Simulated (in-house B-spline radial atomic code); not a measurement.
Settings and results of a run for Tc³⁺. Method: scalar-relativistic (X2C) PBE, spherical fractional occupations, Fermi nucleus of rms radius 4.41117 fm, inside a hard spherical wall at 3.8 bohr. Calculated with a radial B-spline atomic code at the basis-set limit.

Command:
```bash
python run_scf.py task.json out
```
Settings (nuclear radius in fm, mass in u):
```
Z                43
configuration    [Ar] 3d9 4s2 4p6 4d4 4f1
hamiltonian      x2c
method           pbe,pbe
spin_polarised   False
nucleus          fermi
rms_radius       4.41117
atomic_mass      96.90636
speed_of_light   137.035999084
wall_radius      3.8
```

Output (hartree, bohr):
```
 radial grid: 61 intervals, B-splines of order 8, outer radius 3.8 bohr

 iter        energy (Eh)    residual
    1       -4263.614641    4.32e-01
    2       -4267.796109    3.36e-01
    3       -4272.060147    5.19e-02
    4       -4272.176987    8.22e-03
    5       -4272.179265    5.38e-03
    6       -4272.180332    1.30e-03
    7       -4272.180358    7.82e-05
    8       -4272.180358    2.91e-06
    9       -4272.180358    4.13e-07

 total energy                     -4272.18036
 kinetic                            4439.6534
 electron-nucleus                 -10256.0345
 Hartree                            1671.0965
 exchange-correlation               -126.8958

 orbital      occ     eigenvalue          <r>       <r^2>       <1/r>       r_max
 1s         2.000      -768.0601    0.0337771  0.00155094     46.2436     0.02168
 2s         2.000      -111.6455     0.149142   0.0262816     10.3694      0.1261
 2p         6.000      -100.2027     0.130122   0.0206987     9.82596      0.1006
 3s         2.000       -21.0509     0.411933    0.194329     3.57003      0.3708
 3p         6.000       -17.2884     0.411867    0.197224     3.35897      0.3637
 3d         9.000       -11.2332     0.391672    0.183384     3.12784      0.3083
 4s         2.000        -4.0673      1.02437     1.18644     1.34942      0.9285
 4p         6.000        -2.9927      1.11763     1.42408     1.20945      0.9917
 4d         4.000        -1.4316      1.38768     2.22775     0.94342       1.163
 4f         1.000        -0.1204      2.00095     4.42756    0.574812       2.009
```

Run time, properties included: 0.15 s on 1 thread of Arm Neoverse N1, on a shared host.

One-electron X2C: radii and densities carry no picture-change correction, so inner-shell <1/r> comes out high (for 1s by about 2 % at Z = 33, 5 % at 54, 10 % at 75, 30 % at 118) and <r> low.
